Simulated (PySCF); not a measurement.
**Solvent effects on NMR parameters**

Atoms are numbered as in `[SiH3:1][c:2]1[n:3][n:4][n:5][cH:6][c:7]1[CH:8]1[CH2:9][CH2:10]1` (H(Xn): hydrogen on atom n). Ha(C9), Ha(C10) are cis to C7 on the ring; Hb(C9), Hb(C10) are trans to C7 on the ring.

GIAO PBE0/pcSseg-1 in PySCF 2.14.0 with density-fitted response routines on one PBE0-D3(BJ)/def2-SVP conformer, non-relativistic, equivalent nuclei averaged. Solvents enter as an IEF-PCM continuum (tetrahydrofuran with ε = 7.4, dimethylsulfoxide with ε = 46.8) around the gas-phase geometry. Shifts are referred to TMS computed in the same medium.

Gas phase, δ in ppm: Si1 -68.8, C2 163.7, C7 145.1, C6 144.8, C9/C10 16.0, C8 13.9, H(C6) 8.18, H(Si1) 4.85, H(C8) 1.46, Hb(C9)/Hb(C10) 1.38, Ha(C9)/Ha(C10) 0.91. Dipole moment 6.03 D.

Problem. How does each δ change in the continuum?

Solution. 
```json
{"atoms": "Si1", "environment": "silicon bonded to C, 3 H", "Δδ, tetrahydrofuran": "+1.6", "Δδ, dimethylsulfoxide": "+2.0"}
{"atoms": "C2", "environment": "substituted aromatic carbon next to a ring nitrogen", "Δδ, tetrahydrofuran": "+3.8", "Δδ, dimethylsulfoxide": "+4.6"}
{"atoms": "C7", "environment": "substituted aromatic carbon", "Δδ, tetrahydrofuran": "+5.4", "Δδ, dimethylsulfoxide": "+6.7"}
{"atoms": "C6", "environment": "aromatic CH next to a ring nitrogen", "Δδ, tetrahydrofuran": "+4.1", "Δδ, dimethylsulfoxide": "+5.0"}
{"atoms": "C9/C10", "environment": "three-membered-ring carbon", "Δδ, tetrahydrofuran": "+1.9", "Δδ, dimethylsulfoxide": "+2.3"}
{"atoms": "C8", "environment": "three-membered-ring carbon", "Δδ, tetrahydrofuran": "+1.8", "Δδ, dimethylsulfoxide": "+2.3"}
{"atoms": "H(C6)", "environment": "hydrogen on an aromatic CH next to a ring nitrogen", "Δδ, tetrahydrofuran": "+0.30", "Δδ, dimethylsulfoxide": "+0.38"}
{"atoms": "H(Si1)", "environment": "hydrogen on a silicon bonded to C", "Δδ, tetrahydrofuran": "-0.01", "Δδ, dimethylsulfoxide": "-0.02"}
{"atoms": "H(C8)", "environment": "hydrogen on a three-membered-ring carbon", "Δδ, tetrahydrofuran": "+0.22", "Δδ, dimethylsulfoxide": "+0.28"}
{"atoms": "Hb(C9)/Hb(C10)", "environment": "hydrogen on a three-membered-ring carbon", "Δδ, tetrahydrofuran": "+0.22", "Δδ, dimethylsulfoxide": "+0.27"}
{"atoms": "Ha(C9)/Ha(C10)", "environment": "hydrogen on a three-membered-ring carbon", "Δδ, tetrahydrofuran": "+0.22", "Δδ, dimethylsulfoxide": "+0.28"}
```

Changes are relative to the gas phase. The dipole moment becomes 7.85 D in tetrahydrofuran, 8.28 D in dimethylsulfoxide.

Problem. Which of the listed nuclei move most (in ppm), and what does the model miss? (N and O are left out, as their reference compounds move with the solvent too.)

Solution. C7 (substituted aromatic carbon, +6.7 ppm) in dimethylsulfoxide. A continuum only polarises the solute; specific hydrogen bonds, the anisotropy of aromatic solvents and changes of geometry or conformer are outside it.
